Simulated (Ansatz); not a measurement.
```yaml
crystal:
  periodic: [false, false, false]
  atoms:
    - {symbol: In, position_ang: [1.276119, -0.195431, 2.207770]}
    - {symbol: In, position_ang: [-1.005925, -0.378793, -1.154124]}
    - {symbol: In, position_ang: [1.076589, 2.810822, -0.565384]}
    - {symbol: P, position_ang: [-0.300739, -2.900562, 1.572879]}
    - {symbol: P, position_ang: [-1.478352, -2.901488, 0.056913]}
    - {symbol: Cl, position_ang: [-0.841045, 1.313071, 1.117241]}
    - {symbol: Cl, position_ang: [1.768022, -0.096990, -0.845712]}
    - {symbol: Cl, position_ang: [-0.571493, 1.982744, -2.548835]}
basis:
  gaussian: {orbitals: def2-SVPD, final_grid: {core_spheres: 5, valence_spheres: 4, degree: 11}}
magnetization: {spin_polarized: true, initial_magnetization: 2}
hamiltonian: {xc: {name: BLYP}, dispersion: d4}
scf: {omitted_lower_state_checks: [starts]}
```

```sh
$ ansatz run in.yaml --threads 2 --pin off --events-out ev --progress --plain --max-ram 32768MiB --backend cpu
```

Shortened log:

```
Functional definition: BLYP
2353 factors; their error is unknown
mean field evaluation 1: about -71648.2420 eV, gradient 2.6e1 eV
mean field evaluation 2: about -71621.8507 eV, gradient 6.5e1 eV
mean field evaluation 4: about -71651.3089 eV, gradient 1.1e1 eV
mean field evaluation 8: about -71652.6624 eV, gradient 5.7e-1 eV
mean field evaluation 16: about -71652.5968 eV, gradient 8.7e-3 eV
mean field evaluation 32: about -71652.5968 eV, gradient 1.2e-5 eV
mean field -71652.59678653 eV, -2633.1843640304 hartree, gradient 7.0e-6 eV, S^2 2.003645; 0 other end points of the search recorded, 0 dependent functions left out
reference -71652.59723590 eV, -2633.1843805447 hartree; 73, 71 occupied and 152, 154 virtual orbitals, 2353 factors
Total energy: -71653.94372003 eV, -2633.2338629238 hartree
Checks for a lower state left out: starts
```

It took 14 s on 2 threads of AMD EPYC 7R13 on a shared host, peak host memory 1.1 GiB.

In the def2 sets In takes a core potential; there is no spin–orbit coupling.
